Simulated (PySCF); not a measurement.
Molecule: `CC(C)N[SiH2][SiH3]`, C₃H₁₃NSi₂.

Molfile (atoms numbered from 1):
```
C3H13NSi2
     RDKit          3D

 19 18  0  0  0  0  0  0  0  0999 V2000
   -1.3438    1.1859   -1.2453 C   0  0  0  0  0  0  0  0  0  0  0  0
   -0.8960   -0.0419   -0.4561 C   0  0  0  0  0  0  0  0  0  0  0  0
   -1.8438   -0.3493    0.6960 C   0  0  0  0  0  0  0  0  0  0  0  0
    0.4691    0.0787    0.0340 N   0  0  0  0  0  0  0  0  0  0  0  0
    1.8774   -0.4048   -0.8554 Si  0  0  0  0  0  4  0  0  0  0  0  0
    3.7143   -0.2444    0.5929 Si  0  0  0  0  0  4  0  0  0  0  0  0
   -2.3589    1.0580   -1.6530 H   0  0  0  0  0  0  0  0  0  0  0  0
   -1.3520    2.0780   -0.5967 H   0  0  0  0  0  0  0  0  0  0  0  0
   -0.6595    1.3857   -2.0838 H   0  0  0  0  0  0  0  0  0  0  0  0
   -0.9066   -0.9091   -1.1420 H   0  0  0  0  0  0  0  0  0  0  0  0
   -1.8587    0.4869    1.4157 H   0  0  0  0  0  0  0  0  0  0  0  0
   -1.5188   -1.2518    1.2331 H   0  0  0  0  0  0  0  0  0  0  0  0
   -2.8747   -0.5001    0.3408 H   0  0  0  0  0  0  0  0  0  0  0  0
    0.5778    0.8189    0.7214 H   0  0  0  0  0  0  0  0  0  0  0  0
    2.1778    0.3952   -2.0964 H   0  0  0  0  0  0  0  0  0  0  0  0
    1.6847   -1.8171   -1.3149 H   0  0  0  0  0  0  0  0  0  0  0  0
    3.7211    1.0999    1.2547 H   0  0  0  0  0  0  0  0  0  0  0  0
    4.9980   -0.4014   -0.1595 H   0  0  0  0  0  0  0  0  0  0  0  0
    3.6533   -1.2891    1.6616 H   0  0  0  0  0  0  0  0  0  0  0  0
  1  2  1  0
  2  3  1  0
  2  4  1  0
  4  5  1  0
  5  6  1  0
  1  7  1  0
  1  8  1  0
  1  9  1  0
  2 10  1  0
  3 11  1  0
  3 12  1  0
  3 13  1  0
  4 14  1  0
  5 15  1  0
  5 16  1  0
  6 17  1  0
  6 18  1  0
  6 19  1  0
M  END
```

Geometry PBE0-D3(BJ)/def2-SVP throughout; GIAO in PySCF 2.14.0 with density-fitted response routines, gas phase, one conformer, non-relativistic; equivalent atoms averaged; basis pcSseg-1.

Task: How do the shifts δ (against TMS, NH3 at the same level) depend on the functional? (a selection of nuclei; ppm; last column core-seconds on shared hosts with different chips, so compare them loosely; the GGAs took longer than the global hybrids here, which isn't the general rule, and the cause wasn't traced)

Result: 
```tsv
functional	kind	C2	C1/C3	N4	Si5	Si6	H15/H16	H17/H18/H19	H7/H8/H9/H11/H12/H13	H14	core-s
HF	Hartree–Fock	42.9	27.1	29.2	-49.0	-93.8	4.29	3.27	1.10	-0.83	11
LDA	LDA	54.4	28.4	58.3	-56.9	-123.7	5.40	3.62	1.10	-0.76	24
PBE	GGA	53.8	28.2	51.8	-56.2	-114.6	5.15	3.49	1.11	-0.78	30
BLYP	GGA	55.1	28.9	55.9	-57.3	-112.7	5.00	3.39	1.13	-0.76	31
BP86	GGA	53.8	28.4	50.0	-55.6	-112.5	5.13	3.49	1.12	-0.75	29
OPBE	GGA	50.6	26.5	42.2	-52.3	-106.1	5.05	3.48	1.09	-0.73	32
KT2	GGA	54.3	28.1	49.1	-53.9	-111.8	5.13	3.46	1.12	-0.78	34
KT3	GGA	53.1	27.4	46.6	-53.0	-105.4	4.89	3.33	1.10	-0.73	35
B97-D	GGA	53.1	28.2	47.6	-54.1	-105.5	4.92	3.36	1.14	-0.73	36
B3LYP	global hybrid	52.2	28.6	49.3	-54.6	-108.3	4.81	3.36	1.11	-0.78	25
PBE0	global hybrid	50.4	27.9	43.7	-53.0	-108.6	4.90	3.45	1.10	-0.79	22
mPW1PW91	global hybrid	50.2	27.9	42.8	-52.3	-106.2	4.84	3.42	1.10	-0.78	23
WP04	global hybrid	53.0	28.0	38.6	-49.4	-90.0	4.13	2.92	1.07	-0.53	20
B97-2	global hybrid	50.3	27.7	41.8	-52.1	-104.1	4.80	3.38	1.11	-0.77	18
BHandHLYP	global hybrid	48.6	28.1	41.8	-51.7	-102.5	4.56	3.30	1.10	-0.79	18
CAM-B3LYP	range-separated hybrid	50.0	28.3	46.6	-54.2	-108.8	4.72	3.36	1.11	-0.81	27
wB97X-D	range-separated hybrid	49.3	28.2	40.4	-52.9	-106.7	4.78	3.42	1.10	-0.79	27
LC-wPBE	range-separated hybrid	46.2	27.1	35.1	-52.1	-105.9	4.63	3.38	1.08	-0.83	38
```

Task: Which nucleus among those listed moves most, in ppm?

Result: Si6 (silicon bonded to Si, 3 H): from -123.7 ppm with LDA to -90.0 ppm with WP04. The smallest spread is 0.07 ppm, at H7/H8/H9/H11/H12/H13. Proton shifts span only some 12 ppm, so a few tenths of a ppm matter as much there as several ppm in carbon.
